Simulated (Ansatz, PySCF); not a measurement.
The pair A = AlH3 (SMILES [AlH3]) (first 4 atoms), B = AsH3 (SMILES [AsH3]); geometry from B3LYP-D3(BJ)/def2-TZVP.
(charge 0, multiplicity 1):
```json
[
 {"atom": "Al", "x (Å)": "0.2822", "y (Å)": "0.6255", "z (Å)": "0.5610"},
 {"atom": "H", "x (Å)": "-0.5405", "y (Å)": "-0.2926", "z (Å)": "-0.4415"},
 {"atom": "H", "x (Å)": "-0.2475", "y (Å)": "2.0913", "z (Å)": "0.8698"},
 {"atom": "H", "x (Å)": "1.8116", "y (Å)": "0.2894", "z (Å)": "0.8303"},
 {"atom": "As", "x (Å)": "-0.6518", "y (Å)": "-0.4896", "z (Å)": "2.7987"},
 {"atom": "H", "x (Å)": "-0.1867", "y (Å)": "0.0103", "z (Å)": "4.1465"},
 {"atom": "H", "x (Å)": "-0.4327", "y (Å)": "-1.9611", "z (Å)": "3.0628"},
 {"atom": "H", "x (Å)": "-2.1331", "y (Å)": "-0.4681", "z (Å)": "3.0957"}
]
```

Frozen-core correlation. Filled d and f shells under p-block atoms count as core. CBS: X⁻³ extrapolation of the correlation energy, Hartree–Fock from the larger set.

Programs: Ansatz (Gaussian orbitals); PySCF for the dispersion terms. Values without a source in brackets are computed.

The monomers are drawn apart, rigid, along the line of their centres of mass. Counterpoise-corrected interaction energies (kcal/mol):

```tsv
level	R = 3.783 Å	R = 4.851 Å
PBE/def2-TZVPPD	-5.5664	-1.4459
PBE-D3(BJ)/def2-TZVPPD	-6.3741	-1.7830
wB97M-V/def2-TZVPPD	-5.9771	-1.6134
CCSD(T)/CBS(def2-SVPD, def2-TZVPPD)	-5.6583	-1.6275
```

Task: R is the distance of the centres of mass. Find the local exponent m of E ∝ R⁻ᵐ between the two points.

Result: 
m = ln(E₁/E₂)/ln(R₂/R₁): PBE/def2-TZVPPD 5.4; PBE-D3(BJ)/def2-TZVPPD 5.1; wB97M-V/def2-TZVPPD 5.3; CCSD(T)/CBS(def2-SVPD, def2-TZVPPD) 5.0. For scale, two fixed dipoles give m = 3, dipole and quadrupole 4, quadrupoles 5, and dispersion or dipole-induced dipole 6 at long range; at these distances several terms mix, and what is left of overlap and damping shifts m, so it need not match one of them.

Ansatz is a program for electronic structure.
